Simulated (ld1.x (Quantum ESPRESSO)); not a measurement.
**Which change was made? (Au, TM semilocal)**

ld1.x (Quantum ESPRESSO) 7.5 input, shortened:

```
&input
   title='Au', zed=79., rel=1, dft='PZ', iswitch=3,
   config='[Xe] 4f14 5d10 6s1 6p0'
 /
 &inputp
   pseudotype=1, tm=.true., lloc=0,
   nlcc=.false.
 /
3
5P  2  1   6.00   0.00  1.40  1.40  0.0
5D  3  2  10.00   0.00  1.35  1.35  0.0
6S  1  0   1.00   0.00  1.90  1.90  0.0
 &test
   configts(1)='5p6 5d10 6s1 6p0'
 /
```

Cutoffs, loose and tight: the cutoffs (Ry, on a coarse ladder) from which the occupation-weighted sum of valence levels, in a spherical-Bessel basis at the reference potential, stays within 10 and 1 mRy of its value at 400 Ry. They do not see the model core or the augmentation charge, which bear on the density cutoff. Test errors are all-electron minus pseudo excitation energies from the reference, over the configurations 5p6 5d10 6s0 6p0; 5p6 5d9 6s0 6p0; 5p6 5d8 6s0 6p0; 5p6 5d10 6s0.5 6p0; 5p5 5d10 6s1 6p0; 5p6 5d7 6s0 6p0; 5p6 5d10 6s0 6p1 (two spin-polarised tests are not counted in the largest error); variants that change the core or the reference have their own tests.

The base gives: outcome: generated; cutoff, loose: 90 Ry; cutoff, tight: 120 Ry; bound ghosts: none; largest test error (meV): -104.

Problem. After one change the result is: outcome: generated; cutoff, loose: 55 Ry; cutoff, tight: 80 Ry; bound ghosts: none; largest test error (meV): +150. Which change was it?
A. wave 5p (bound): rc 1.40 bohr becomes 5p (bound): rc 1.94 bohr
B. reference 5p6 5d10 6s0.5 6p0
C. type RRKJ, which also changes the form from semilocal to separable; rho0 0.02
D. all radii scaled by about 1.14 (s 2.16, p 1.60, d 1.54 bohr)

Solution. D. The others give: reference 5p6 5d10 6s0.5 6p0 → outcome: generated; cutoff, loose: 90 Ry; cutoff, tight: 120 Ry; bound ghosts: none; largest test error (meV): +89 | wave 5p (bound): rc 1.40 bohr becomes 5p (bound): rc 1.94 bohr → outcome: generated; cutoff, loose: 60 Ry; cutoff, tight: 90 Ry; bound ghosts: none; largest test error (meV): +281 | type RRKJ, which also changes the form from semilocal to separable; rho0 0.02 → outcome: generated; cutoff, loose: 90 Ry; cutoff, tight: 160 Ry; bound ghosts: none; largest test error (meV): -463. In the semilocal form every listed channel keeps its own potential, so the choice of the local channel does not act on these tests. It acts once the file is put into the separable form.
